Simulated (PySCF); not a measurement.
H6OPbSi.
Numbering: `[SiH3:1][O:2][PbH3:3]` (hydrogens: H4, H5, H6 on Si1; H7, H8, H9 on Pb3)

Computed by this run: PySCF 2.14.0, PBE0-D3(BJ)/def2-SVP geometry optimisation, gas phase, def2 core potentials past Kr; density fitting, grid level 1; the optimiser is geomeTRIC in internal coordinates, started from a GFN2-xTB structure with every atom displaced at random (about 0.01 Å).

The end geometry, which sets the zero of energy:
```
atom  x, y, z in Å
Si1    -1.2969   -0.0954    0.1728
O2      0.2184   -0.3046   -0.4369
Pb3     2.0624    0.4987    0.1738
H4     -1.8287    1.2869   -0.0790
H5     -2.2279   -1.0750   -0.4660
H6     -1.3398   -0.3071    1.6610
H7      3.1528   -0.8087   -0.2268
H8      2.2313    1.9420   -0.8078
H9      1.8639    0.8033    1.8935
```

**Question.** These geometries come from the run, each turned onto the end geometry. Order them by energy, lowest first.
A.
```
atom  x, y, z in Å
Si1    -1.3176   -0.1022    0.1835
O2      0.2125   -0.2594   -0.3923
Pb3     2.0818    0.5115    0.1705
H4     -1.8598    1.2856   -0.0086
H5     -2.2109   -1.0575   -0.5404
H6     -1.4020   -0.3966    1.6546
H7      3.1343   -0.8384   -0.1970
H8      2.2746    1.9132   -0.8672
H9      1.9225    0.8838    1.8816
```
B.
```
atom  x, y, z in Å
Si1    -1.3251   -0.1094    0.2202
O2      0.1546   -0.2081   -0.2893
Pb3     2.0473    0.5119    0.1622
H4     -1.8315    1.2816    0.0319
H5     -2.0520   -1.0562   -0.6377
H6     -1.4715   -0.4188    1.6385
H7      3.0591   -0.8526   -0.2128
H8      2.2648    1.8665   -0.9047
H9      1.9897    0.9252    1.8761
```
C.
```
atom  x, y, z in Å
Si1    -1.3273   -0.1092    0.1788
O2      0.2209   -0.2342   -0.3674
Pb3     2.1128    0.5258    0.1721
H4     -1.8871    1.2739    0.0095
H5     -2.2470   -1.0439   -0.5503
H6     -1.4402   -0.4482    1.6435
H7      3.1409   -0.8554   -0.1867
H8      2.3085    1.9135   -0.8955
H9      1.9539    0.9178    1.8805
```

**Answer.** A (0.003 eV), C (0.014 eV), B (0.201 eV).

In the order of the answer:

| step | E above end (eV) | largest force (eV/Å) | rms force component (eV/Å) | rms distance from end (Å) | rms bond change (Å) | bond most changed (Å) |
| --- | --- | --- | --- | --- | --- | --- |
| 4 | 0.003 | 0.09 | 0.019 | 0.073 | 0.002 | Si1–O2 -0.004 |
| 1 | 0.014 | 0.20 | 0.068 | 0.108 | 0.006 | Pb3–H7 +0.010 |
| 0 | 0.201 | 3.07 | 0.761 | 0.149 | 0.035 | Si1–O2 -0.079 |

What follows is the cost of the whole optimisation. The run took 25 s of wall time on Intel Xeon Platinum 8488C, one thread, no GPU, shared host, and the process peaked at 0.38 GiB of memory.
